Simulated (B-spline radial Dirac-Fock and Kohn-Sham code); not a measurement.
**What relativity does to the binding energies of Rb⁴⁺**

System: the Rb⁴⁺ ion, configuration [Ar] 3d10 4s2 4p3.

Both columns are ΔSCF binding energies of the configuration average from a radial finite-basis atomic code: non-relativistic Hartree-Fock with a point nucleus, and Dirac-Fock with a finite nucleus and the Coulomb interaction alone, averaged over the two j levels with weights 2j+1.

```
shell  Hartree-Fock (eV)  Dirac-Fock (eV)  shift (eV)  shift (%)
   1s            15009.9          15299.2     +289.27      +1.93
   2s             2071.2           2137.6      +66.38      +3.20
   3s              376.0            387.7      +11.69      +3.11
   3d              174.0            171.8       -2.22      -1.28
   4s              84.22            85.81       +1.60      +1.90
   4p              66.51            66.73       +0.22      +0.34
```

Relativity binds 1s, 2s, 3s, 4s, 4p more strongly, among those listed most of all 2s in relative terms, and 3d more weakly, because the contracted s and p shells screen the nucleus better.

Values without a named source are computed, but for edge energies of neutral atoms, which are taken from tables.
